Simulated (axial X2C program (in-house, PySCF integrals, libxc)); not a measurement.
**Low determinants of CsN⁻ at the PBE0 level, with spin–orbit coupling**

Computed with an in-house relativistic program for diatomic molecules. Two-component (2c) means X2C with spin–orbit coupling and atomic mean-field two-electron Coulomb and Gaunt terms. Basis: Cs dyall-acv3z [16s16p10d4f1g], N dyall-av3z [7s7p3d2f] (cores contracted in-house); Gaussian nuclei, density fitting, unrestricted open shells. Masses: Cs 132.905 u, N 14.003 u.

Search at 2.821 Å (vertical energies from the lowest determinant):

| ΔE (eV) | state | electrons beyond evenly filled partner blocks | electrons in ±ω = 1/2, 3/2, 5/2, 7/2 |
| --- | --- | --- | --- |
| 0.00 | Ω = 3/2 | ω = 3/2 | 42 17 4 0 |
| 0.02 | Ω = 1/2 | 2 × ω = -1/2, ω = 3/2 | 42 17 4 0 |
| 0.15 | Ω = 1/2 | ω = 1/2 | 41 18 4 0 |
| 0.16 | Ω = 5/2 | 2 × ω = 1/2, ω = 3/2 | 42 17 4 0 |
| 0.35 | Ω = 5/2 | ω = -1/2, 2 × ω = 3/2 | 41 18 4 0 |
| 0.59 | Ω = 7/2 | ω = 1/2, 2 × ω = 3/2 | 41 18 4 0 |
| 0.61 | Ω = 3/2 | ω = 3/2 | 40 19 4 0 |

Lowest determinant, Ω = 3/2 (⟨Sz⟩ = 1.50, ⟨Lz⟩ = 0.00 at PBE0): Re = 2.813 Å, ωe = 230.9 cm⁻¹.

The determinant in row 2 of the search, Ω = 1/2 (⟨Sz⟩ = 0.50, ⟨Lz⟩ = 0.00 at PBE0), was followed along the bond at PBE0; measured from the minimum of the lowest determinant it gives:

Te = 0.016 eV (131 cm⁻¹), Re = 2.800 Å, ωe = 240.4 cm⁻¹.

Q: Compare the bond of the determinant in row 2 with that of the lowest one.

A: At PBE0 its Re is 0.013 Å shorter and its force constant, which goes as ωe², is 1.08 times that of the lowest determinant. This determinant mixes spin states, so it has no term energy of its own.

The search compares states at one distance, so a state with another bond length can lie lower; it is not exhaustive and yields mostly the lowest determinant of each block pattern, so other components and higher states of one pattern are missing. These are energies of single determinants, not of spin-adapted states; PBE0 term energies can be off by some tenths of an eV, and the functional has no current term. The lowest determinant need not be the ground state where others lie within half an eV. For an anion, determinants above electron detachment are held by the basis set. The highest occupied level of some functionals is positive through self-interaction error; at Hartree–Fock it is bound. Row 1 has a positive highest level at its minimum. Row 2 has a positive highest level at its minimum.
